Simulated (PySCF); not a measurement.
# W (tungsten, neutral): UHF calculation

Configuration: [Xe] 4f14 5d4 6s2, high-spin 5D determinant. Computed with PySCF 2.14 in def2-TZVP with the def2 core potential (60 electrons), with scalar relativity through the core potential.

| Item | Value |
| --- | --- |
| Total energy | -66.317561 hartree |
| One-electron energy | -112.4247 hartree |
| Hartree (Coulomb) energy | 53.0075 hartree |
| Exchange energy | -6.9004 hartree |
| ⟨S²⟩ | 6.0342 |
| ⟨L²⟩ | 6.099 |
| Sum of ⟨r⟩ | 24.83 bohr |
| Sum of ⟨r²⟩ | 59.84 bohr² |
| Traceless quadrupole moment −½Σ⟨3z² − r²⟩ along its main axis | -0.278 e·bohr² |
| Time after the integrals | 0.13 s of wall time on 1 thread of Neoverse-V2 (shared host) |

| shell | electrons | mean orbital energy (hartree) | spread (hartree) | rms radius, mean of both spins (bohr) |
| --- | --- | --- | --- | --- |
| 5s α | 1 | -3.48894 | 0 | 1.16 |
| 5s β | 1 | -3.33388 | 0 | 1.16 |
| 5p α | 3 | -2.00678 | 0.02753 | 1.36 |
| 5p β | 3 | -1.77532 | 0.04458 | 1.36 |
| 5d α | 4 | -0.37870 | 0.03616 | 2.16 |
| 6s α | 1 | -0.30366 | 0 | 3.70 |
| 6s β | 1 | -0.22288 | 0 | 3.70 |

Energies and moments cover only the electrons outside the core potential. Spin-orbit coupling, absent here, splits the open shell strongly.
